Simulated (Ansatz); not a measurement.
C2H7AlO3, SMILES `C[O][Al]([OH])[O]C`. Charge 0, multiplicity 1.

```xyz
13

C     1.5217    0.3357    1.4100
O     0.4395    1.0912    0.9598
Al   -0.8418    0.9392   -0.1164
O    -1.9439    2.2102   -0.2494
O    -1.1161   -0.3980   -1.0835
C    -0.5417   -1.6293   -1.3881
H     2.4647    0.7800    1.0729
H     1.4930   -0.7019    1.0552
H     1.5342    0.3143    2.5049
H    -1.8457    2.9990    0.2810
H     0.4485   -1.7619   -0.9345
H    -0.4292   -1.7324   -2.4726
H    -1.1831   -2.4461   -1.0392
```

(1) List the harmonic frequencies (cm⁻¹, unscaled) at PBE0-D4/def2-TZVP in Ansatz. (Best estimate.)

## Answers

(1) The calculation gave: 13, 46, 75, 97, 102, 106, 212, 288, 307, 340, 580, 653, 799, 914, 1182, 1186, 1192, 1193, 1242, 1256, 1486, 1490, 1492, 1495, 1500, 1506, 3002, 3007, 3063, 3067, 3077, 3077, 3964.
